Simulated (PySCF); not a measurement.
C3H8O2Si, SMILES OC[SiH]1COC1. Geometry optimised at PBE-D3(BJ)/def2-SVP. This is a generated structure with no PubChem entry under its InChIKey; it may be hypothetical. One conformer was computed; it need not be the lowest.

Computed equilibrium geometry at PBE-D3(BJ)/def2-SVP (PySCF confirms it by a frequency run) as bond lengths and angles (one conformer of several):
Atoms: O1 C2 Si3 C4 O5 C6 H7 H8 H9 H10 H11 H12 H13 H14. Bond lengths (Å): O1–C2 1.431, O1–H7 0.975, C2–Si3 1.907, C2–H8 1.119, C2–H9 1.111, Si3–C4 1.911, Si3–C6 1.919, Si3–H10 1.513, C4–O5 1.452, C4–H11 1.111, C4–H12 1.117, O5–C6 1.449, C6–H13 1.118, C6–H14 1.111. Bond angles (°): C2–O1–H7 107.0, O1–C2–Si3 109.7, O1–C2–H8 113.0, O1–C2–H9 107.0, Si3–C2–H8 112.4, Si3–C2–H9 108.5, H8–C2–H9 105.9, C2–Si3–C4 114.6, C2–Si3–C6 117.7, C2–Si3–H10 107.1, C4–Si3–C6 72.9, C4–Si3–H10 120.5, C6–Si3–H10 121.3, Si3–C4–O5 89.6, Si3–C4–H11 119.3, Si3–C4–H12 115.8, O5–C4–H11 110.8, O5–C4–H12 112.0, H11–C4–H12 108.2, C4–O5–C6 103.3, Si3–C6–O5 89.4, Si3–C6–H13 115.3, Si3–C6–H14 120.1, O5–C6–H13 112.2, O5–C6–H14 110.7, H13–C6–H14 107.9.
Charge 0, spin multiplicity 1.
